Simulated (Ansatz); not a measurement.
Total energies of Ca₂F₄ (the lowest singlet isomer of a short search) from Ansatz at PBE-D4/def2-TZVPD, gas phase (1 Eh = 27.2114 eV = 2625.5 kJ/mol). The reference geometry is relaxed at PBE-D4/def2-SVP.

```csv
atom,x (Å),y (Å),z (Å)
Ca1,1.438,-0.639,-0.581
Ca2,-1.440,0.636,0.580
F3,-0.234,0.584,-1.223
F4,0.233,-0.587,1.222
F5,-3.155,1.356,1.252
F6,3.158,-1.351,-1.250
```

| state | geometry | energy (Eh) |
| --- | --- | --- |
| charge 0 singlet | reference | -1754.32377 |
| charge -1 doublet | reference | -1754.34803 |
| charge -1 doublet | relaxed at PBE-D4/def2-SVPD | -1754.35846 |
| free Ca atom (singlet) | – | -677.32879 |
| free F atom (doublet) | – | -99.67049 |

(1) Work out the vertical electron affinity, to the doublet.

(2) How much does the charge -1 doublet relax, and what is the adiabatic electron affinity?

(3) What is the binding energy per atom against free atoms?

(1) E(charge 0 singlet) − E(charge -1 doublet) = -1754.32377 − (-1754.34803) = 0.02426 Eh = 0.66 eV.

(2) Relaxation: -1754.34803 − (-1754.35846) = 0.01043 Eh = 0.28 eV. Adiabatic electron affinity: 0.03469 Eh = 0.94 eV, without zero-point energy. 

(3) Atoms: 2 × (-677.32879) + 4 × (-99.67049) = -1753.33954 Eh. Binding: -1753.33954 − (-1754.32377) = 0.98423 Eh = 26.78 eV, or 4.46 eV for each of 6 atoms (no zero-point energy, no counterpoise term).

At PBE-D4/def2-TZVPD the highest occupied level of the charge -1 doublet lies above zero (up to 1.01 eV). By energy differences its removal costs 0.66 eV (vertical, to the charge 0 singlet, at PBE-D4/def2-TZVPD); a positive level beside a positive removal energy at the same level points to self-interaction error. At PBE-D4/def2-TZVPD the highest occupied level of the relaxed charge -1 doublet lies above zero (up to 0.66 eV). By energy differences its removal costs 0.94 eV (each at its own geometry, to the charge 0 singlet, at PBE-D4/def2-TZVPD); the vertical value is larger still, so the positive level points to self-interaction error. 

The structure comes from a short search, and lower isomers may exist.
